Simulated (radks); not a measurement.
The numbers below are computed, except where a source is named.
Ionisation of Pd3+, [Kr] 4d7, to Pd4+, [Kr] 4d6, under several functionals. Scalar-relativistic Kohn-Sham, spin-unpolarised, spherical densities, finite nucleus; a radial shooting solver on a logarithmic mesh with Libxc functionals.

| functional | E(Pd3+) (hartree) | Exc (hartree) | IE (eV) | -e(HOMO) (eV) | <r> HOMO (bohr) | IE error (eV) |
|---|---|---|---|---|---|---|
| AM05 | -5038.89527 | -137.97524 | 49.321 | 41.616 | 1.304 | +3.321 |
| RPBE | -5043.74775 | -142.87769 | 49.283 | 41.570 | 1.305 | +3.283 |
| HCTH/407 | -5046.66316 | -145.98104 | 49.984 | 42.217 | 1.294 | +3.984 |
| exchange-only r2SCAN | -5041.82777 | -140.72734 | 48.209 | 40.543 | 1.304 | +2.209 |
| PW91 | -5044.22828 | -143.35772 | 49.427 | 41.720 | 1.305 | +3.427 |
| SCAN | -5044.48652 | -143.43590 | 49.449 | 41.759 | 1.301 | +3.449 |
| SOGGA | -5040.64319 | -139.73664 | 49.220 | 41.517 | 1.305 | +3.220 |
| XLYP | -5044.49609 | -143.60942 | 49.245 | 41.551 | 1.310 | +3.245 |
| r2SCAN | -5044.12495 | -143.05444 | 49.481 | 41.788 | 1.299 | +3.481 |

NIST Atomic Spectra Database: 46 eV (theoretical). Closest: exchange-only r2SCAN. The Delta-SCF values span 1.77 eV, the total energies 7.77 hartree. The highest occupied level is 4d. Spin polarisation and multiplet splitting are left out, so open shells lie too high by an amount that depends on their filling.

Beside tabulated values, note that spin-unpolarised runs miss the spin-polarisation part of the exchange energy of open shells.
